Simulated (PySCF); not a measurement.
## AsH and its ions

PBE; basis As cc-pVTZ-PP with ECP10, H cc-pVTZ; scalar-relativistic core potentials; PySCF 2.14. Neutral (UKS): triplet (π ↑↑), Re = 1.548 Å, ωe = 2069 cm⁻¹, De = 2.92 eV, HOMO -5.78 eV, LUMO -3.82 eV.

AsH⁺ (UKS): doublet (π ↑), Re = 1.552 Å, ωe = 2097 cm⁻¹, De = 3.13 eV to As⁺ + H. The energies at the minima are -333.02124 hartree for AsH and -332.66708 for AsH⁺.

Q: Work out the adiabatic ionisation energy, without and with harmonic zero-point energies (1 hartree = 27.2114 eV, 1 eV = 8065.5 cm⁻¹), and the change of the bond length.

A: At PBE: 0.35416 hartree = 9.637 eV between the minima; the zero-point term (2097.0 − 2069.0)/2 cm⁻¹ = +0.002 eV makes it 9.639 eV. Re changes by +0.4 pm against the neutral. The electron leaves a π orbital, which is non-bonding in a hydride.

Spin–orbit coupling is left out. For an ion De counts to the pair picked by the measured ionisation energies or electron affinities, which need not be the lowest pair at this level. States were picked by a PBE0 search and need not be the measured ground states.
